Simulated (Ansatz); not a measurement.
Reactions of C2HCl3 (`ClC=C(Cl)Cl`).

Gas-phase electronic energies from Ansatz, PBE0-D4/def2-TZVP geometries. CCSD(T)/CBS adds triple-zeta CCSD(T) − MP2 to the extrapolated MP2 energy (def2 sets, frozen cores). This one scheme is used for every species, atoms too. Double bonds are as drawn, so ΔE can hold a change between cis and trans. DFT in def2-TZVPP. B3LYP here is the variant with VWN-RPA as its local correlation; programs differ in this. No spin–orbit coupling; open shells (•) take unrestricted orbitals. Spin–orbit coupling would lower the free atoms: a little for C, Cl. For Br outer-core shells are correlated without core-valence functions, so the limit isn't a true one: a few kJ/mol of doubt a bond, and 10 to 20 or more in all where bonds break to atoms. Scalar relativity is left out up to krypton. Each species was taken in one conformer, which may not be the lowest.

```csv
reaction,MP2/CBS(def2) (kcal/mol),ωB97M-V (kcal/mol),B3LYP-D4 (kcal/mol),CCSD(T)/CBS(def2) (kcal/mol)
`ClC=C(Cl)Cl` + HBr → `ClC(Cl)=CBr` + HCl,-2.4,-1.0,-1.1,-1.7
`ClC=C(Cl)Cl` + HBr → `Cl/C=C(/Cl)Br` + HCl,-2.0,-0.5,-0.7,-1.4
`ClC=C(Cl)Cl` → 2 C• + 3 Cl• + H•,520.4,500.1,491.8,495.3
`ClC=C(Cl)Cl` + H₂O → `OC=C(Cl)Cl` + HCl,1.8,-2.4,-2.2,-0.3
`ClC=C(Cl)Cl` + CH₄ → `C/C(Cl)=C\Cl` + HCl,-10.1,-10.6,-9.6,-11.1
```

Largest T1 diagnostic: 0.012, for `OC=C(Cl)Cl`.
